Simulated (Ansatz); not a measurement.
One change: `C=C(N)[TeH]` becomes `C=C(N)[Te]C`.

Ansatz, PBE0-D4/def2-TZVP geometries, multiplicity 1. Each molecule was computed in one conformer, which needn't be the lowest.

Elements past krypton have def2 core potentials.  Spin–orbit coupling is left out; it splits and shifts lone-pair levels of the heavy atoms by tenths of an eV.

```tsv
property	`C=C(N)[TeH]`
LUMO energy (ωB97M-V/def2-TZVPP) / eV	1.19
LUMO energy (B3LYP/def2-TZVPP) / eV	-0.89
size of the dipole moment (ωB97M-V/def2-TZVPP) / D	1.58
HOMO energy (ωB97M-V/def2-TZVPP) / eV	-8.19
HOMO–LUMO gap (B3LYP/def2-TZVPP) / eV	4.99
size of the dipole moment (B3LYP/def2-TZVPP) / D	1.60
```

**Question.** What does the change do to each property? (Estimate.)

**Answer.** Ansatz gave: 
```tsv
property	`C=C(N)[Te]C`	shift
LUMO energy (ωB97M-V/def2-TZVPP) / eV	1.28	0.09
LUMO energy (B3LYP/def2-TZVPP) / eV	-0.72	0.17
size of the dipole moment (ωB97M-V/def2-TZVPP) / D	1.43	-0.15
HOMO energy (ωB97M-V/def2-TZVPP) / eV	-7.74	0.45
HOMO–LUMO gap (B3LYP/def2-TZVPP) / eV	4.74	-0.25
size of the dipole moment (B3LYP/def2-TZVPP) / D	1.40	-0.20
```

With PBE0 the HOMO rises by 0.42 eV and the LUMO rises by 0.17 eV, so the gap narrows by about 0.25 eV. PBE moves the HOMO by 0.38 eV and ωB97M-V by 0.45 eV. Dipoles are sizes alone; their direction can turn.

B3LYP here is the variant with VWN-RPA as its local correlation; programs differ in this.
